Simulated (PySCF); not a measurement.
Species: GeH2Me(NHiPr), C4H13GeN.
SMILES: `[H][Ge]([H])([CH3])[NH]C(C)C`

Computed with TDDFT B3LYP/def2-SVPD, vertical, gas phase, core orbitals frozen in the response (PySCF). Isolated species at its PBE0-D3(BJ)/def2-SVP geometry (one conformer only). Relativistic effects, spin–orbit coupling among them, are left out although an element past zinc is present.

Broadening: Gaussians 0.5 eV wide at half height, area fixed by f = 4.319×10⁻⁹ ∫ε dν̃. The width is an assumption, not a result. The curve ends short of the highest state used, and states not computed would add to its high-energy end.

(E (eV), ε (L mol⁻¹ cm⁻¹)): (4.81, 1), (4.90, 4), (5.00, 14), (5.10, 45), (5.19, 107), (5.29, 231), (5.39, 416), (5.48, 617), (5.58, 843), (5.68, 1036), (5.77, 1158), (5.87, 1216), (5.97, 1178), (6.06, 1075), (6.16, 956), (6.25, 937), (6.35, 1089), (6.45, 1417), (6.54, 1803), (6.64, 2268), (6.74, 2708), (6.83, 2992), (6.93, 3052), (7.03, 2779), (7.12, 2325), (7.22, 1774), (7.32, 1351), (7.41, 1173), (7.51, 1288), (7.61, 1832)

(1) Locate the maxima and give the states behind the curve.

(2) On this curve, what absorbance would a 10⁻⁴ mol/L sample give at 222 nm over a 1 cm path?

(3) Coming from long wavelengths, where does ε first pass 100 L mol⁻¹ cm⁻¹?

Answers

(1) 211 nm (5.88 eV), ε about 1200, made up of S1 (11%), S2 (45%) and S3 (43%); 180 nm (6.90 eV), ε about 3100, made up of S5 (39%) and S6 (45%) (ε in L mol⁻¹ cm⁻¹; maxima over ε = 5, shares over 10%). At its high-energy end, 7.61 eV, the curve is still rising (ε about 1800, from S8, S9, S10 and S11). The states used: S1 5.56 eV (f 0.0081); S2 5.80 eV (f 0.011); S3 6.04 eV (f 0.013); S4 6.54 eV (f 0.020); S5 6.83 eV (f 0.024); S6 6.98 eV (f 0.028); S7 7.13 eV (f 0.0066); S8 7.40 eV (f 0.010); S9 7.88 eV (f 0.031); S10 7.92 eV (f 0.013); S11 7.93 eV (f 0.023); S12 8.12 eV (f 0.0065); S13 8.13 eV (f 0.010); S14 8.19 eV (f 0.0026); S15 8.21 eV (f 0.038).

(2) 222 nm is 5.585 eV, where ε is about 850 L mol⁻¹ cm⁻¹, so A = ε c l ≈ 0.085 (Beer–Lambert, with the gas-phase spectrum and the assumed width).

(3) At about 239 nm (5.18 eV), 0.37 eV below S1.
